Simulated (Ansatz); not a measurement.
CH₇NO₂Si, SMILES `OCN[SiH2]O`, relaxed with RKS PBE0-D4/def2-TZVP in Ansatz 0.2.0 from a PBE-D4/def2-SVP geometry. The force threshold is 0.005 eV/Å; the program also tests the step.

The species carries charge 0 and has multiplicity 1.

Start:

```xyz
12

O    -0.734    0.126    1.540
C    -1.200   -0.259    0.219
N    -0.137   -0.858   -0.513
Si    1.260    0.138   -0.945
O     1.484    1.289    0.252
H    -1.456    0.605    1.992
H    -1.562    0.644   -0.330
H    -2.058   -0.964    0.319
H     0.077   -1.809   -0.197
H     2.395   -0.837   -1.112
H     1.032    0.870   -2.237
H     0.897    1.055    1.011
```

Problem. By how much does the energy fall, and how many steps does the optimiser take? (Estimate.)

Solution. Ansatz gave: 11.23 kJ/mol, in 27 steps, 3 of them rejected.

Problem. Which bonds change most? (An estimate is asked.)

Solution. Computed: N3–Si4 from 1.769 to 1.729 Å; Si4–O5 from 1.676 to 1.644 Å; Si4–H10 from 1.506 to 1.479 Å; O5–H12 from 0.987 to 0.962 Å.

Problem. Give the relaxed structure. (Estimate.)

Solution. Ansatz gave: 
```xyz
12

O    -0.962    0.376    1.356
C    -1.251   -0.339    0.149
N    -0.061   -0.915   -0.366
Si    1.229    0.129   -0.851
O     2.017    0.856    0.396
H    -1.763    0.815    1.657
H    -1.662    0.357   -0.593
H    -1.995   -1.119    0.348
H     0.193   -1.772    0.103
H     2.249   -0.667   -1.567
H     0.581    1.136   -1.733
H     1.426    1.142    1.100
```
